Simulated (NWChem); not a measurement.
Program: NWChem. System: C3H5, charge 0, spin multiplicity 2, at a geometry optimised with UB3LYP/def2-SVP. The structure started from a generated list of species. Its SCF solution wasn't tested for a lower state. Level: G0W0@UCAM-B3LYP/def2-TZVP, RI basis def2-tzvp-rifit.

The NWChem input:

```
start mol
memory heap 200 mb stack 700 mb global 1700 mb
geometry units angstroms nocenter noautoz
  C      1.233202     0.000000    -0.196009
  C      0.000000     0.000000     0.441362
  C     -1.233202     0.000000    -0.196009
  H      2.166959     0.000000     0.370549
  H      1.304275     0.000000    -1.288007
  H      0.000000     0.000000     1.538852
  H     -2.166959     0.000000     0.370549
  H     -1.304275     0.000000    -1.288007
  symmetry group C2v
end
basis spherical
  * library def2-tzvp
end
basis "ri basis" bse spherical
  * library def2-tzvp-rifit
end
dft
  xc xcamb88 1.00 lyp 0.81 vwn_5 0.19 hfexch 1.00
  cam 0.33 cam_alpha 0.19 cam_beta 0.46
  odft
  mult 2
  direct
  iterations 100
  tolerances tight
end
task dft energy
gw
  states alpha occ 4 vir 2
  states beta occ 4 vir 2
end
task dft gw
```

Output (cleaned and shortened):

```
             Northwest Computational Chemistry Package (NWChem) 7.3.0
             --------------------------------------------------------

                                NWChem Input Module
                                -------------------

 Scaling coordinates for geometry "geometry" by  1.889725989
 (inverse scale =  0.529177249)

 Turning off AUTOSYM since
 SYMMETRY directive was detected!

                             Geometry "geometry" -> ""
                             -------------------------

 Output coordinates in angstroms (scale by  1.889725989 to convert to a.u.)

  No.       Tag          Charge          X              Y              Z
 ---- ---------------- ---------- -------------- -------------- --------------
    1 C                    6.0000     1.23320200     0.00000000    -0.19600900
    2 C                    6.0000     0.00000000     0.00000000     0.44136200
    3 C                    6.0000    -1.23320200     0.00000000    -0.19600900
    4 H                    1.0000     2.16695900     0.00000000     0.37054900
    5 H                    1.0000     1.30427500     0.00000000    -1.28800700
    6 H                    1.0000     0.00000000     0.00000000     1.53885200
    7 H                    1.0000    -2.16695900     0.00000000     0.37054900
    8 H                    1.0000    -1.30427500     0.00000000    -1.28800700

 Effective nuclear repulsion energy (a.u.)      64.6014309923

            Nuclear Dipole moment (a.u.)
            ----------------------------
        X                 Y               Z
 ---------------- ---------------- ----------------
     0.0000000000     0.0000000000     0.0000000000

      Symmetry information
      --------------------

 Group name             C2v
 Group number             16
 Group order               4
 No. of unique centers     5

      Symmetry unique atoms

     1    2    4    5    6


 Summary of "ao basis" -> "" (spherical)
 ------------------------------------------------------------------------------
       Tag                 Description            Shells   Functions and Types
 ---------------- ------------------------------  ------  ---------------------
 *                         def2-tzvp                  on all atoms

 new library libraries.bse/

 Summary of "ri basis" -> "" (spherical)
 ------------------------------------------------------------------------------
       Tag                 Description            Shells   Functions and Types
 ---------------- ------------------------------  ------  ---------------------
 *                      def2-tzvp-rifit               on all atoms

                                 NWChem DFT Module
                                 -----------------

 Summary of "ao basis" -> "ao basis" (spherical)
 ------------------------------------------------------------------------------
       Tag                 Description            Shells   Functions and Types
 ---------------- ------------------------------  ------  ---------------------
 C                         def2-tzvp                11       31   5s3p2d1f
 H                         def2-tzvp                 4        6   3s1p

 Summary of "ao basis" -> "ao basis" (spherical)
 ------------------------------------------------------------------------------
       Tag                 Description            Shells   Functions and Types
 ---------------- ------------------------------  ------  ---------------------
 C                         def2-tzvp                11       31   5s3p2d1f
 H                         def2-tzvp                 4        6   3s1p

      Symmetry analysis of basis
      --------------------------

        a1         49
        a2         15
        b1         39
        b2         20

  int_init: cando_txs set to always be  F

            General Information
            -------------------
          SCF calculation type: DFT
          Wavefunction type:  spin polarized.
          No. of atoms     :     8
          No. of electrons :    23
           Alpha electrons :    12
            Beta electrons :    11
          Charge           :     0
          Spin multiplicity:     2
          Use of symmetry is: on ; symmetry adaption is: on
          Maximum number of iterations: 100
          This is a Direct SCF calculation.
          AO basis - number of functions:   123
                     number of shells:    53
          Convergence on energy requested:  1.00D-06
          Convergence on density requested:  1.00D-05
          Convergence on gradient requested:  5.00D-04

              XC Information
              --------------
                     Hartree-Fock (Exact) Exchange  1.000
                   CAM-Becke88 Exchange Functional  1.000
                      VWN V Correlation Functional  0.190 local
              Lee-Yang-Parr Correlation Functional  0.810

           Range-Separation Parameters
           ---------------------------
           Alpha           :  0.19
           Beta            :  0.46
           Gamma           :  0.33
           Short-Range HF  :     F

             Grid Information
             ----------------
          Grid used for XC integration:  medium
          Radial quadrature: Mura-Knowles
          Angular quadrature: Lebedev.
          Tag              B.-S. Rad. Rad. Pts. Rad. Cut. Ang. Pts.
          ---              ---------- --------- --------- ---------
          C                   0.70       49          10.0       434
          H                   0.35       45          12.0       434
          Grid pruning is: on
          Number of quadrature shells:   233
[...]
    11     -0.117245  1 C  pz                73     -0.117245  3 C  pz

 Vector   11  Occ=1.000000D+00  E=-3.552243D-01  Symmetry=b2
              MO Center= -3.2D-15, -1.8D-15,  1.8D-01, r^2= 1.7D+00
   Bfn.  Coefficient  Atom+Function         Bfn.  Coefficient  Atom+Function
  ----- ------------  ---------------      ----- ------------  ---------------
    38      0.327666  2 C  py                41      0.284118  2 C  py
     7      0.172226  1 C  py                69      0.172226  3 C  py
    44      0.170100  2 C  py                10      0.143601  1 C  py
    72      0.143601  3 C  py                13      0.086274  1 C  py
    75      0.086274  3 C  py

 Vector   12  Occ=0.000000D+00  E=-3.538326D-02  Symmetry=a2
              MO Center=  1.2D-15,  1.6D-15, -1.8D-01, r^2= 3.3D+00
   Bfn.  Coefficient  Atom+Function         Bfn.  Coefficient  Atom+Function
  ----- ------------  ---------------      ----- ------------  ---------------
    13      0.387783  1 C  py                75     -0.387783  3 C  py
     7      0.281115  1 C  py                69     -0.281115  3 C  py
    10      0.224432  1 C  py                72     -0.224432  3 C  py
    51      0.048417  2 C  d -2

 Vector   13  Occ=0.000000D+00  E= 9.588232D-02  Symmetry=b2
              MO Center= -6.4D-16, -4.8D-15, -8.6D-02, r^2= 3.9D+00
   Bfn.  Coefficient  Atom+Function         Bfn.  Coefficient  Atom+Function
  ----- ------------  ---------------      ----- ------------  ---------------
    44      0.928989  2 C  py                13     -0.758665  1 C  py
    75     -0.758665  3 C  py                38      0.298165  2 C  py
    41      0.256881  2 C  py                 7     -0.182977  1 C  py
    69     -0.182977  3 C  py                10     -0.102093  1 C  py
    72     -0.102093  3 C  py                52      0.026281  2 C  d -1

 Vector   14  Occ=0.000000D+00  E= 1.021995D-01  Symmetry=a1
              MO Center= -1.9D-13,  1.4D-15,  1.2D+00, r^2= 6.5D+00
   Bfn.  Coefficient  Atom+Function         Bfn.  Coefficient  Atom+Function
  ----- ------------  ---------------      ----- ------------  ---------------
   108      2.203856  6 H  s                  5     -1.627267  1 C  s
    67     -1.627267  3 C  s                 45     -1.393512  2 C  pz
    96      1.193742  4 H  s                114      1.193742  7 H  s
   102      0.606973  5 H  s                120      0.606973  8 H  s
    36     -0.583741  2 C  s                 14      0.241378  1 C  pz

   alpha - beta orbital overlaps
   -----------------------------

   alpha      1      2      3      4      5      6      7      8      9     10
    beta      3      2      1      4      5      6      7      8      9     10
 overlap   0.878  1.000  0.878  0.998  0.999  0.997  0.999  1.000  1.000  1.000

   alpha     11     12     13     14     15     16     17     18     19     20
    beta     11     12     13     14     15     16     17     18     19     20
 overlap   0.979  0.993  0.973  0.988  0.989  0.999  0.999  0.999  1.000  0.999

   alpha     21     22     23     24     25     26     27     28     29     30
    beta     21     22     24     23     26     25     27     28     29     30
 overlap   1.000  0.972  0.993  0.980  0.980  1.000  0.978  0.998  0.995  0.900

   alpha     31     32     33     34     35     36     37     38     39     40
    beta     31     32     33     34     36     35     37     38     39     40
 overlap   0.991  0.897  0.990  1.000  0.999  1.000  1.000  1.000  1.000  1.000

   alpha     41     42     43     44     45     46     47     48     49     50
    beta     42     41     43     44     45     46     47     48     49     50
 overlap   0.999  0.999  1.000  0.996  0.996  0.990  0.999  0.991  0.999  0.999

   alpha     51     52     53     54     55     56     57     58     59     60
    beta     51     52     53     54     55     57     56     58     59     60
 overlap   0.998  0.998  0.999  0.994  1.000  0.999  0.999  1.000  0.999  0.995

   alpha     61     62     63     64     65     66     67     68     69     70
    beta     61     62     63     64     66     65     67     68     69     70
 overlap   1.000  1.000  0.999  0.999  0.999  1.000  1.000  1.000  1.000  0.999

   alpha     71     72     73     74     75     76     77     78     79     80
    beta     71     72     74     73     75     78     76     77     79     80
 overlap   1.000  0.999  0.997  0.999  0.997  1.000  1.000  0.999  0.997  0.999

   alpha     81     82     83     84     85     86     87     88     89     90
    beta     82     81     83     84     85     86     87     88     89     90
 overlap   0.999  0.997  1.000  0.996  0.997  0.998  0.996  0.997  0.997  0.995

   alpha     91     92     93     94     95     96     97     98     99    100
    beta     91     93     92     94     95     98     97     96     99    100
 overlap   0.998  0.986  0.982  0.984  0.998  0.999  0.984  0.999  0.999  0.998

   alpha    101    102    103    104    105    106    107    108    109    110
    beta    101    102    103    104    105    106    107    109    108    110
 overlap   0.997  0.995  1.000  0.996  0.999  0.999  1.000  1.000  0.999  0.999

   alpha    111    112    113    114    115    116    117    118    119    120
    beta    111    112    113    114    115    116    117    118    119    120
 overlap   1.000  1.000  1.000  1.000  1.000  1.000  1.000  1.000  1.000  1.000

   alpha    121    122    123
    beta    121    122    123
 overlap   1.000  1.000  1.000

     --------------------------
     Expectation value of S2:
     --------------------------
      <S2> =      0.7950 (Exact =     0.7500)

 center of mass
 --------------
 x =  -0.00000000 y =   0.00000000 z =   0.01352616

 moments of inertia (a.u.)
 ------------------
          33.085251877678           0.000000000000           0.000000000000
           0.000000000000         209.469731304142           0.000000000000
           0.000000000000           0.000000000000         176.384479426463

     Multipole analysis of the density
     ---------------------------------

     L   x y z        total         alpha         beta         nuclear
     -   - - -        -----         -----         ----         -------
     0   0 0 0     -0.000000    -12.000000    -11.000000     23.000000

     1   1 0 0     -0.000000      0.000000     -0.000000      0.000000
     1   0 1 0     -0.000000     -0.000000     -0.000000      0.000000
     1   0 0 1      0.024733      0.310568     -0.285835      0.000000

     2   2 0 0    -13.491103    -65.967424    -58.380711    110.857032
     2   1 1 0      0.000000      0.000000      0.000000      0.000000
     2   1 0 1     -0.000000     -0.000000     -0.000000      0.000000
     2   0 2 0    -16.811008     -9.607508     -7.203500      0.000000
     2   0 1 1      0.000000      0.000000     -0.000000      0.000000
     2   0 0 2    -13.269867    -20.478333    -19.897482     27.105948

 Task  times  cpu:       66.0s     wall:       66.0s

                                NWChem Input Module
                                -------------------

                                 NWChem GW Module
                                 ----------------

                             ***********************
                             ***        GW       ***
                             ***********************

 Summary of "ri basis" -> "ri basis" (spherical)
 ------------------------------------------------------------------------------
       Tag                 Description            Shells   Functions and Types
 ---------------- ------------------------------  ------  ---------------------
 C                      def2-tzvp-rifit             22       76   8s6p4d3f1g
 H                      def2-tzvp-rifit              7       15   4s2p1d

  int_init: cando_txs set to always be  F
  int_init: cando_txs set to always be  F

                 Memory Information
                 ------------------
          Available GA per process is          1699.8 MBs
          Available stack per process is        700.0 MBs
          Available heap per process is           0.0 MBs

          Peak memory in Initialization
              Peak GA per process is                  8.6 MBs
              Peak stack per process is               0.2 MBs
              Peak heap per process is                8.7 MBs
              Memory not in MA per process            0.0 MBs

          Peak memory in AFF Calculation
              Peak GA per process is                 63.7 MBs
              Peak stack per process is              50.2 MBs
              Peak heap per process is                0.0 MBs
              Memory not in MA per process           50.2 MBs

          Computing 2-center integrals
          Computing Inverse Cholesky factor
          Computing 3-center integrals
          Computing V_xc ...

          Computing Sigma_x
          Computing RPA polarizability
          Solving quasiparticle equations

                  Alpha Orbitals
          State     Energy (eV)     Error (eV)
          -----------------------------------
@GW         9        -13.700           0.003
@GW        10        -12.997           0.003
@GW        11        -11.456           0.002
@GW        12         -8.028           0.002
@GW        13          3.083           0.002
@GW        14          3.800           0.002

                   Beta Orbitals
          State     Energy (eV)     Error (eV)
          -----------------------------------
@GW         8        -14.840           0.003
@GW         9        -13.502           0.003
@GW        10        -12.909           0.003
@GW        11        -10.594           0.002
@GW        12          0.082           0.002
@GW        13          3.603           0.002

   Applying  -0.8763 eV scissor-shift to rest of particle states

   Applying   1.0822 eV scissor-shift to rest of hole states

   Applying  -0.9282 eV scissor-shift to rest of particle states

   Applying   1.0448 eV scissor-shift to rest of hole states

     GW Timing Statistics
   ------------------------
   Init.   :          0.0s
     ERIs  :          1.0s
     Distr.:          0.0s
     Vxc   :          5.0s
   Sigma_x :          0.0s
   RPA     :          5.2s
   Wmn     :          0.1s
   Sigma_c :          0.1s
   GW total:         11.5s

 Task  times  cpu:       11.5s     wall:       11.5s

 Total times  cpu:       77.5s     wall:       77.5s
```
